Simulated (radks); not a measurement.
The numbers below are computed, except where a source is named.
Task: Species: Se IV. Configuration: [Ar] 3d10 4s2 4p0.5 4f0.5 (fractional occupations, a model configuration). Code: a radial shooting solver on a logarithmic mesh with Libxc functionals. Model: Dirac Kohn-Sham, Wu-Cohen GGA, spin-unpolarised, spherical densities, finite nucleus; open shells fill j = l - 1/2 first; Fermi nuclear charge, rms radius 4.14 fm.

Spin-orbit splittings of the eigenvalues, e(l+1/2) - e(l-1/2), with zeta = 2 splitting/(2l+1) and mean radii in bohr:

| shell | occ. | splitting (eV) | zeta (eV) | <r> j=l-1/2 | <r> j=l+1/2 |
|---|---|---|---|---|---|
| 2p | 6 | 41.78 | 27.85 | 0.1685 | 0.1723 |
| 3p | 6 | 5.894 | 3.929 | 0.5818 | 0.5923 |
| 3d | 10 | ? | ? | 0.6229 | 0.6270 |
| 4p | 0.5 | 0.6342 | 0.4228 | 1.823 | 1.848 |
| 4d | 0 | 0.06343 | 0.02537 | 2.579 | 2.588 |
| 4f | 0.5 | 0.0004402 | 0.0001258 | 4.453 | 4.453 |

Estimate the 3d splitting.

Result: 0.9036 eV (zeta = 0.3614 eV).
